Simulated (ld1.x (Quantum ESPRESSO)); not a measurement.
Ce TM: all-electron and pseudo phase curves

cerium, norm-conserving Troullier–Martins (Kleinman–Bylander form), made with ld1.x (Quantum ESPRESSO) 7.5 (PBE, scalar-relativistic). Core [Kr] 4d10, reference 4f1 5s2 5p6 5d1 6s0 6p0 (charge +2). Waves: 5s (bound): rc 1.85 bohr; 5p (bound): rc 2.20 bohr; 5d (bound): rc 2.50 bohr; 4f (bound): rc 1.55 bohr. Local part: the f channel. Core correction: none.

The phase is arctan(r·u′/u) with u = r·R(r), unwrapped; energies in Ry, scanned from -6 to 5 Ry. A pole is an energy at which the radial function vanishes at the test radius. The pseudo phase is shifted by a multiple of π to meet the all-electron one at the reference energy, and phase errors are pseudo minus all-electron; the curves can meet again beyond the range given. Levels narrower than the energy grid can be missing from the lists of poles.

Question: For each channel, where are the poles, and over which energies does the pseudopotential scatter like the atom?

Answer:

| channel | radius (bohr) | reference energy (Ry) | poles, all-electron | poles, pseudo | unbroken range about the reference energy with phases within 0.05 rad | phase error 1 Ry above the reference energy (rad) |
| --- | --- | --- | --- | --- | --- | --- |
| s | 2.71 | -3.92 | -3.71, 3.44 | -3.71, 2.74 | below -0.7 | -0.001 |
| p | 2.71 | -2.64 | -2.20, 4.92 | -2.21, 4.30 | below 0.3 | -0.001 |
| d | 2.71 | -1.09 | 0.13 | -3.05, 0.14 | -3.0 to 2.8 | +0.002 |
| f | 2.71 | -1.34 | -1.25, 3.15 | -1.25, 3.59 | below 0.2 | +0.011 |

Note: ghost states, extra bound levels that the all-electron valence spectrum of the same l lacks: s at -391.3 eV, p at -175.6 eV, d at -41.6 eV. A true bound ghost makes a file unfit for plane-wave use.

Phases in the s channel:

```csv
E (Ry),all-electron,pseudo
-6.00,1.366,1.366
-5.48,1.341,1.340
-4.96,1.294,1.294
-4.44,1.141,1.141
-3.92,-1.327,-1.327
-3.40,-1.682,-1.682
-2.88,-1.761,-1.762
-2.36,-1.822,-1.823
-1.84,-1.893,-1.897
-1.32,-2.005,-2.016
-0.80,-2.231,-2.268
-0.28,-2.829,-2.977
0.24,-3.827,-3.972
0.76,-4.295,-4.367
1.28,-4.479,-4.528
1.80,-4.574,-4.615
2.32,-4.633,-4.674
2.84,-4.675,-4.721
3.36,-4.708,-4.768
3.88,-4.737,-4.826
4.40,-4.763,-4.934
4.92,-4.791,-5.407
```
